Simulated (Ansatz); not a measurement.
`OP[SiH2][GaH2]`. Total charge 0; spin multiplicity 1. All single points use the PBE0-D4/def2-TZVP geometry. It is one conformer, not always the lowest.

```xyz
10

O     0.934   -1.154    0.161
P     1.467    0.097   -0.906
Si   -0.487    1.242   -0.591
Ga   -1.096   -0.645    0.818
H     1.181   -2.025   -0.162
H     2.197    0.825    0.073
H    -1.147    1.430   -1.913
H    -0.207    2.591   -0.026
H    -0.926   -0.539    2.374
H    -1.916   -1.822    0.171
```

Q: What is the dipole moment at ωB97M-V/def2-TZVPP? (Estimate.)

A: Computed: 1.61 D, with components (1.34, -0.60, -0.67) D in this frame, pointing from negative to positive charge.

Q: And with PBE, r2SCAN, B3LYP? (An estimate is asked.)

A: Computed: PBE 1.61 D, r2SCAN 1.61 D, B3LYP 1.61 D.

Q: Give the Mulliken charges with ωB97M-V, PBE, r2SCAN in def2-TZVPP. (Best estimate.)

A: Computed: 
| atom | ωB97M-V | PBE | r2SCAN |
| --- | --- | --- | --- |
| O1 | -0.32 | -0.27 | -0.32 |
| P2 | 0.03 | 0.02 | 0.06 |
| Si3 | -0.01 | 0.03 | 0.07 |
| Ga4 | 0.15 | 0.16 | 0.24 |
| H5 | 0.20 | 0.21 | 0.23 |
| H6 | 0.07 | 0.05 | 0.03 |
| H7 | -0.02 | -0.04 | -0.07 |
| H8 | -0.01 | -0.04 | -0.06 |
| H9 | -0.05 | -0.06 | -0.09 |
| H10 | -0.05 | -0.06 | -0.08 |

B3LYP here is the variant with VWN-RPA as its local correlation; programs differ in this.
